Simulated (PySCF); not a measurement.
CuI, charge +1, doublet, at a GFN2-xTB geometry (such geometries of metal compounds can be far from the true shape) (the multiplicity is a formal guess) (core potentials on I); PBE0/def2-SV(P) run with PySCF.

The PySCF input:
```python
from pyscf import gto, scf, dft

mol = gto.M(
    atom='''
Cu   -0.00000000   -0.00000000   -1.60555264
I     0.00000000    0.00000000    0.87850993
''',
    basis='def2-sv(p)',
    ecp={'I': 'def2-sv(p)'},
    charge=1,
    spin=1,
    verbose=4,
)

mf = dft.UKS(mol)
mf.xc = 'pbe0'
mf.kernel()
```

Output, abridged:

```
PySCF version 2.14.0

[INPUT] verbose = 4
[INPUT] num. atoms = 2
[INPUT] num. electrons = 53
[INPUT] charge = 1
[INPUT] spin (= nelec alpha-beta = 2S) = 1
[INPUT] symmetry False subgroup None
[INPUT] Mole.unit = angstrom
[INPUT] Symbol           X                Y                Z      unit          X                Y                Z       unit  Magmom
[INPUT]  1 Cu     0.000000000000   0.000000000000  -1.605552640000 AA    0.000000000000   0.000000000000  -3.034054768172 Bohr   0.0
[INPUT]  2 I      0.000000000000   0.000000000000   0.878509930000 AA    0.000000000000   0.000000000000   1.660143165411 Bohr   0.0

nuclear repulsion = 154.445979964587
number of shells = 20
number of NR pGTOs = 127
number of NR cGTOs = 50
basis = def2-sv(p)
ecp = {'I': 'def2-sv(p)'}

******** <class 'pyscf.dft.uks.UKS'> ********
method = UKS
initial guess = minao
damping factor = 0
level_shift factor = 0
DIIS = <class 'pyscf.scf.diis.CDIIS'>
diis_start_cycle = 1
diis_space = 8
diis_damp = 0
SCF conv_tol = 1e-09
SCF conv_tol_grad = None
SCF max_cycles = 50
direct_scf = True
direct_scf_tol = 1e-13
number electrons alpha = 27  beta = 26
XC library pyscf.dft.libxc version 7.1.2
    S. Lehtola, C. Steigemann, M. J. T. Oliveira, and M. A. L. Marques,  SoftwareX 7, 1–5 (2018)
XC functionals = pbe0
    C. Adamo and V. Barone,  J. Chem. Phys. 110, 6158 (1999)
    M. Ernzerhof and G. E. Scuseria,  J. Chem. Phys. 110, 5029 (1999)
radial grids:
    Treutler-Ahlrichs [JCP 102, 346 (1995); DOI:10.1063/1.469408] (M4) radial grids

becke partition: Becke, JCP 88, 2547 (1988); DOI:10.1063/1.454033
pruning grids: <function nwchem_prune>
grids dens level: 3
symmetrized grids: False
atomic radii adjust function: <function treutler_atomic_radii_adjust>
small_rho_cutoff = 0
Set gradient conv threshold to 3.16228e-05
tot grids = 42600
init E= -1906.26774259863

cycle= 1 E= -1930.34726227709  delta_E= -24.1  |g|= 4.93  |ddm|= 6.24
cycle= 2 E= -1918.77081014383  delta_E= 11.6  |g|= 4.49  |ddm|= 7.95
cycle= 3 E= -1899.34423808363  delta_E= 19.4  |g|= 8.32  |ddm|= 14.3

cycle= 4 E= -1885.6302511748  delta_E= 13.7  |g|= 4.64  |ddm|= 4.14
cycle= 5 E= -1936.87687089451  delta_E= -51.2  |g|= 1.28  |ddm|= 12.2

cycle= 6 E= -1936.37392166216  delta_E= 0.503  |g|= 1.93  |ddm|= 2.29
cycle= 7 E= -1937.43328726454  delta_E= -1.06  |g|= 0.202  |ddm|= 1.39
cycle= 8 E= -1937.45850003096  delta_E= -0.0252  |g|= 0.121  |ddm|= 0.354
cycle= 9 E= -1937.46424981462  delta_E= -0.00575  |g|= 0.012  |ddm|= 0.126
cycle= 10 E= -1937.46433575512  delta_E= -8.59e-05  |g|= 0.0222  |ddm|= 0.044
cycle= 11 E= -1937.4645020321  delta_E= -0.000166  |g|= 0.0129  |ddm|= 0.0195
cycle= 12 E= -1937.46457429782  delta_E= -7.23e-05  |g|= 0.000987  |ddm|= 0.0219
cycle= 13 E= -1937.46457474288  delta_E= -4.45e-07  |g|= 0.000475  |ddm|= 0.00187
cycle= 14 E= -1937.46457482587  delta_E= -8.3e-08  |g|= 2.72e-05  |ddm|= 0.0006
cycle= 15 E= -1937.46457482665  delta_E= -7.74e-10  |g|= 7.42e-06  |ddm|= 0.000112
Extra cycle  E= -1937.46457482662  delta_E= 2.68e-11  |g|= 1.53e-05  |ddm|= 2.48e-05
converged SCF energy = -1937.46457482662  <S^2> = 0.75308863  2S+1 = 2.0030862
```
